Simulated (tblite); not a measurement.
Species: C₃H₉NO₂Si.
Atom-mapped SMILES: `[CH3:1][NH:2][SiH:3]1[O:4][CH2:5][CH2:6][O:7]1` (hydrogens: H8, H9, H10 on C1; H11 on N2; H12 on Si3; H13, H14 on C5; H15, H16 on C6)

Geometry (GFN2-xTB, Å), atoms numbered from 1 in this order:
```xyz
16
C3H9NO2Si angstrom
C      2.7061   -0.7191   -0.1797
N      1.5377   -0.0092   -0.6429
Si     0.2624    0.3605    0.4366
O     -0.7903   -0.8668    0.7042
C     -2.0598   -0.5633    0.2023
C     -2.0843    0.9346   -0.1630
O     -0.7708    1.3602   -0.3503
H      2.3777   -1.5720    0.4085
H      3.3522   -0.0986    0.4505
H      3.2870   -1.0774   -1.0298
H      1.7799    0.7170   -1.3006
H      0.6273    0.8880    1.7505
H     -2.2455   -1.1811   -0.6819
H     -2.8077   -0.7961    0.9647
H     -2.5307    1.5128    0.6533
H     -2.6490    1.1194   -1.0794
```

Computed values, GFN2-xTB/tblite, gas phase, harmonic and unscaled. This tight-binding method is rough: wavenumbers can miss measured ones by several per cent, in bad cases by 10 to 20. Modes of hydrogen on silicon can be 10 to 20 % off. One conformer, not necessarily the lowest.

Harmonic wavenumbers (cm⁻¹): 57.7, 94.2, 115.7, 156.5, 182.0, 288.1, 291.1, 488.0, 531.9, 632.4, 664.7, 760.8, 775.6, 813.9, 876.1, 893.0, 959.5, 1063.6, 1096.5, 1100.9, 1118.0, 1128.2, 1166.5, 1198.4, 1204.5, 1302.5, 1318.0, 1352.4, 1419.5, 1475.9, 1490.8, 1491.3, 1502.9, 2275.8, 2909.1, 2913.3, 2927.1, 2951.9, 2962.4, 2992.6, 3039.6, 3444.8.

A = 5227, B = 1515, C = 1309 MHz; mass 119.040 u (most abundant isotopes); point group C1, symmetry number 1.

Q: What is the zero-point energy?

A: ½Σν̃ = 27714 cm⁻¹ = 79.24 kcal/mol.

Q: Entropy at 350 K, 1 bar (ideal gas, RRHO, classical rotation)?

A: Translation 41.06, rotation 28.31, vibration 26.94: S = 96.3 cal/(mol K).

Q: And Cp and H(350 K) − H(0)?

A: Cp = 36.01 cal/(mol K), of which vibrations give 28.06 (their classical limit is 42 R = 83.5); H(350 K) − H(0) = 7.70 kcal/mol without the zero-point energy, 4.92 from vibrations.

Q: How do the functions run with temperature in this model?

A: 
| T (K) | S (cal/(mol K)) | Cp (cal/(mol K)) | H − H(0) (kcal/mol) | G − H(0) (kcal/mol) | ln q(vib) |
| --- | --- | --- | --- | --- | --- |
| 150 | 73.7 | 20.3 | 2.15 | -8.91 | 2.37 |
| 250 | 85.7 | 27.6 | 4.52 | -16.90 | 4.45 |
| 298.15 | 90.9 | 31.6 | 5.95 | -21.15 | 5.43 |
| 400 | 101.4 | 40.1 | 9.61 | -30.95 | 7.49 |
| 600 | 120.3 | 53.3 | 19.02 | -53.15 | 11.52 |
| 900 | 144.5 | 65.9 | 37.06 | -92.99 | 17.31 |

q(vib) and H(0) count from the zero-point level.

Q: What must be added to the electronic energy to get the Gibbs energy at 350 K and 1 bar?

A: ZPE + [H(350 K) − H(0)] − T·S = 79.24 + 7.70 − 33.71 = 53.23 kcal/mol.

Q: Blend soft modes into free rotors: weight 1/[1 + (100 cm⁻¹/ν̃)⁴] for the oscillator and the rest for a rotor with moment μB/(μ + B), μ = h/(8π²ν), B = 10⁻⁴⁴ kg m². What vibrational entropy results?

A: 25.05 cal/(mol K) in place of 26.94, which changes −T·S at 350 K by +0.66 kcal/mol.

Q: Which modes carry the vibrational entropy at 350 K?

A: 57.7 cm⁻¹: 4.85; 94.2 cm⁻¹: 3.88; 115.7 cm⁻¹: 3.48; 156.5 cm⁻¹: 2.90; 182.0 cm⁻¹: 2.61; 288.1 cm⁻¹: 1.76 cal/(mol K); the other 36 give 7.45 together.

Hindered rotation and anharmonicity are outside this model. Other conformers, if any are populated, would add a mixing term that is left out. The structure is chiral; the term R ln 2 for an equal mix with its mirror image is left out.
